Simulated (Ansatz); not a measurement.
Isolated molecules relaxed with PBE0-D4/def2-TZVP in Ansatz; ΔE leaves out vibrations. CCSD(T)/CBS is the MP2 limit (def2-TZVPP, def2-QZVPP) plus CCSD(T) − MP2 in def2-TZVPP, frozen cores. DFT in def2-TZVPP. Each species was taken in one conformer, which may not be the lowest.

Consider the ligand exchange at the Si–S bond: `NC[SiH2]S[SiH3]` + `FCS` → `FCS[SiH3]` + `NC[SiH2]S`.

```
        level  ΔE (kJ/mol)
         PBE0          9.6
HF/def2-TZVPP          2.5
HF/def2-QZVPP          2.2
MP2/CBS(def2)         11.9
```

Problem. What does CCSD(T)/CBS give? (Estimate.)

Solution. The calculation gave: +10.3 kJ/mol. The listed levels differ from it by -0.7, -7.8, -8.1, 1.6 kJ/mol.

Largest T1 diagnostic among the species: 0.012.

The D4 term adds +6.0 kJ/mol with B3LYP and +3.6 kJ/mol with PBE0; it sums over pairs of atoms, weighted by their polarisabilities, and B3LYP, whose exchange is more repulsive, gets the larger term. In def2-TZVPP, CCSD(T) changes the Hartree–Fock value by +7.5 kJ/mol (the triples alone add +1.6 kJ/mol) and MP2 by +9.1 kJ/mol.

B3LYP here is the variant with VWN-RPA as its local correlation; programs differ in this.
